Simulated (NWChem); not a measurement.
Program: NWChem. System: HS2, charge 0, spin multiplicity 2, at a geometry optimised with UPBE0/def2-SVP. The structure started from a generated list of species. Its SCF solution wasn't tested for a lower state. Level: UHF/cc-pVTZ.

Input file:

```
start mol
memory heap 200 mb stack 900 mb global 1100 mb
geometry units angstroms nocenter noautoz
  S      0.430648     0.935054     0.000000
  S     -0.467742    -0.829536     0.000000
  H      0.593507    -1.688295     0.000000
  symmetry group Cs
end
basis spherical
  * library cc-pvtz
end
scf
  uhf
  nopen 1
  maxiter 100
  thresh 1e-7
  semidirect memsize 60000000 filesize 0
  # guess.movecs holds the orbitals of an unrestricted PBE0 run
  vectors input guess.movecs output mol.movecs
end
task scf energy
```

NWChem printed:

```
             Northwest Computational Chemistry Package (NWChem) 7.3.0
             --------------------------------------------------------

                                NWChem Input Module
                                -------------------

 Scaling coordinates for geometry "geometry" by  1.889725989
 (inverse scale =  0.529177249)

 Turning off AUTOSYM since
 SYMMETRY directive was detected!

                             Geometry "geometry" -> ""
                             -------------------------

 Output coordinates in angstroms (scale by  1.889725989 to convert to a.u.)

  No.       Tag          Charge          X              Y              Z
 ---- ---------------- ---------- -------------- -------------- --------------
    1 S                   16.0000     0.43064800     0.93505400     0.00000000
    2 S                   16.0000    -0.46774200    -0.82953600     0.00000000
    3 H                    1.0000     0.59350700    -1.68829500     0.00000000

 Effective nuclear repulsion energy (a.u.)      77.8379492433

            Nuclear Dipole moment (a.u.)
            ----------------------------
        X                 Y               Z
 ---------------- ---------------- ----------------
     0.0000056692    -0.0000132281     0.0000000000

      Symmetry information
      --------------------

 Group name             Cs
 Group number              2
 Group order               2
 No. of unique centers     3

      Symmetry unique atoms

     1    2    3


 Summary of "ao basis" -> "" (spherical)
 ------------------------------------------------------------------------------
       Tag                 Description            Shells   Functions and Types
 ---------------- ------------------------------  ------  ---------------------
 *                          cc-pvtz                   on all atoms

 Summary of "ao basis" -> "ao basis" (spherical)
 ------------------------------------------------------------------------------
       Tag                 Description            Shells   Functions and Types
 ---------------- ------------------------------  ------  ---------------------
 S                          cc-pvtz                 12       34   5s4p2d1f
 H                          cc-pvtz                  6       14   3s2p1d

                                 NWChem SCF Module
                                 -----------------

  ao basis        = "ao basis"
  functions       =    82
  atoms           =     3
  alpha electrons =    17
  beta  electrons =    16
  charge          =   0.00
  wavefunction    = UHF
  use symmetry    = T
  symmetry adapt  = T

 Summary of "ao basis" -> "ao basis" (spherical)
 ------------------------------------------------------------------------------
       Tag                 Description            Shells   Functions and Types
 ---------------- ------------------------------  ------  ---------------------
 S                          cc-pvtz                 12       34   5s4p2d1f
 H                          cc-pvtz                  6       14   3s2p1d

      Symmetry analysis of basis
      --------------------------

        a'         56
        a"         26

 Forming initial guess at       0.1s

   Symmetry analysis of molecular orbitals - initial alpha
   -------------------------------------------------------

  Numbering of irreducible representations:

     1 a'          2 a"

  Orbital symmetries:

     1 a'          2 a'          3 a'          4 a'          5 a'
     6 a"          7 a'          8 a"          9 a'         10 a'
[...]
    10     -0.220984  1 S  py                 9     -0.191583  1 S  px
    54      0.156396  2 S  d  0

                     UHF Final Beta Molecular Orbital Analysis
                     -----------------------------------------

 Vector   14  Occ=1.000000D+00  E=-4.871273D-01  Symmetry=a'
              MO Center= -1.6D-01,  3.7D-02,  5.0D-15, r^2= 2.6D+00
   Bfn.  Coefficient  Atom+Function         Bfn.  Coefficient  Atom+Function
  ----- ------------  ---------------      ----- ------------  ---------------
    10      0.356483  1 S  py                43     -0.322339  2 S  px
    44     -0.245205  2 S  py                 5      0.196655  1 S  s
    49     -0.176543  2 S  px                16      0.166298  1 S  py
    39      0.164468  2 S  s

 Vector   15  Occ=1.000000D+00  E=-4.164152D-01  Symmetry=a"
              MO Center= -2.7D-01, -5.0D-01, -3.3D-14, r^2= 1.8D+00
   Bfn.  Coefficient  Atom+Function         Bfn.  Coefficient  Atom+Function
  ----- ------------  ---------------      ----- ------------  ---------------
    45      0.484115  2 S  pz                51      0.332194  2 S  pz
    48      0.187748  2 S  pz                11      0.177201  1 S  pz

 Vector   16  Occ=1.000000D+00  E=-3.697129D-01  Symmetry=a'
              MO Center=  3.0D-01,  5.8D-01, -4.8D-15, r^2= 2.3D+00
   Bfn.  Coefficient  Atom+Function         Bfn.  Coefficient  Atom+Function
  ----- ------------  ---------------      ----- ------------  ---------------
     9      0.482876  1 S  px                15      0.360012  1 S  px
    12      0.195011  1 S  px                10     -0.184454  1 S  py
    43     -0.160699  2 S  px                16     -0.156052  1 S  py

 Vector   17  Occ=0.000000D+00  E= 1.573711D-02  Symmetry=a"
              MO Center=  2.6D-01,  5.7D-01,  3.0D-14, r^2= 2.8D+00
   Bfn.  Coefficient  Atom+Function         Bfn.  Coefficient  Atom+Function
  ----- ------------  ---------------      ----- ------------  ---------------
    17      0.620792  1 S  pz                11      0.358872  1 S  pz
    51     -0.352145  2 S  pz                45     -0.222864  2 S  pz
    14      0.177475  1 S  pz

 Vector   18  Occ=0.000000D+00  E= 1.195945D-01  Symmetry=a'
              MO Center=  3.3D-01, -9.2D-01, -6.6D-16, r^2= 5.2D+00
   Bfn.  Coefficient  Atom+Function         Bfn.  Coefficient  Atom+Function
  ----- ------------  ---------------      ----- ------------  ---------------
    39      1.730390  2 S  s                 71     -1.482760  3 H  s
    49      0.993603  2 S  px                16      0.746805  1 S  py
     5     -0.741804  1 S  s                 43      0.272386  2 S  px
    15      0.235064  1 S  px                10      0.227228  1 S  py

 Vector   19  Occ=0.000000D+00  E= 1.359344D-01  Symmetry=a'
              MO Center=  6.6D-02, -5.9D-01,  8.1D-15, r^2= 4.7D+00
   Bfn.  Coefficient  Atom+Function         Bfn.  Coefficient  Atom+Function
  ----- ------------  ---------------      ----- ------------  ---------------
    50      1.428640  2 S  py                71      1.263398  3 H  s
     5     -0.969237  1 S  s                 16      0.758928  1 S  py
    15      0.554234  1 S  px                44      0.331686  2 S  py
    10      0.221186  1 S  py                70      0.189014  3 H  s
    49     -0.179445  2 S  px

 center of mass
 --------------
 x =  -0.01710218 y =   0.04864909 z =   0.00000000

 moments of inertia (a.u.)
 ------------------
         188.497015805630         -86.724039877594           0.000000000000
         -86.724039877594          47.402613259493           0.000000000000
           0.000000000000           0.000000000000         235.899629065122

  Mulliken analysis of the total density
  --------------------------------------

    Atom       Charge   Shell Charges
 -----------   ------   -------------------------------------------------------
    1 S   16    16.08   2.00  1.90  1.16  0.18  0.67  5.81  2.33  0.79  1.13  0.07  0.03  0.01
    2 S   16    16.03   2.00  1.90  1.13  0.18  0.60  5.81  2.40  0.80  1.05  0.12  0.05  0.01
    3 H    1     0.89   0.23  0.51  0.11  0.01  0.04  0.00

  Mulliken analysis of the alpha density
  --------------------------------------

    Atom       Charge   Shell Charges
 -----------   ------   -------------------------------------------------------
    1 S   16     8.47   1.00  0.95  0.59  0.09  0.33  2.91  1.42  0.46  0.66  0.03  0.01  0.00
    2 S   16     8.09   1.00  0.95  0.57  0.09  0.30  2.91  1.26  0.42  0.52  0.06  0.02  0.01
    3 H    1     0.44   0.11  0.25  0.05  0.00  0.02  0.00

   Mulliken analysis of the beta density
   -------------------------------------

    Atom       Charge   Shell Charges
 -----------   ------   -------------------------------------------------------
    1 S   16     7.61   1.00  0.95  0.56  0.09  0.34  2.90  0.91  0.33  0.48  0.04  0.01  0.01
    2 S   16     7.94   1.00  0.95  0.56  0.09  0.30  2.91  1.14  0.38  0.52  0.06  0.02  0.01
    3 H    1     0.45   0.12  0.26  0.06  0.00  0.02  0.00

   Mulliken analysis of the spin density
   -------------------------------------

    Atom       Charge   Shell Charges
 -----------   ------   -------------------------------------------------------
    1 S   16     0.85   0.00  0.00  0.03 -0.00 -0.00  0.00  0.52  0.13  0.18 -0.00  0.00 -0.00
    2 S   16     0.16   0.00  0.00  0.01 -0.00 -0.00  0.00  0.11  0.04  0.00 -0.00  0.00 -0.00
    3 H    1    -0.01  -0.00 -0.01 -0.00  0.00  0.00  0.00

       Multipole analysis of the density wrt the origin
       ------------------------------------------------

     L   x y z        total         alpha         beta         nuclear
     -   - - -        -----         -----         ----         -------
     0   0 0 0     -0.000000    -17.000000    -16.000000     33.000000

     1   1 0 0      0.194530     -0.152606      0.347131      0.000006
     1   0 1 0     -0.465194     -0.773361      0.308181     -0.000013
     1   0 0 1      0.000000     -0.000000      0.000000      0.000000

     2   2 0 0    -20.334917    -23.063828    -21.626087     24.354998
     2   1 1 0     -0.480135    -21.961336    -20.118101     41.599301
     2   1 0 1     -0.000000     -0.000000     -0.000000      0.000000
     2   0 2 0    -17.979384    -60.963359    -56.468863     99.452839
     2   0 1 1     -0.000000     -0.000000     -0.000000      0.000000
     2   0 0 2    -20.102363    -11.519440     -8.582923      0.000000

 Task  times  cpu:        7.9s     wall:        7.9s

 Total times  cpu:        8.0s     wall:        8.0s
```
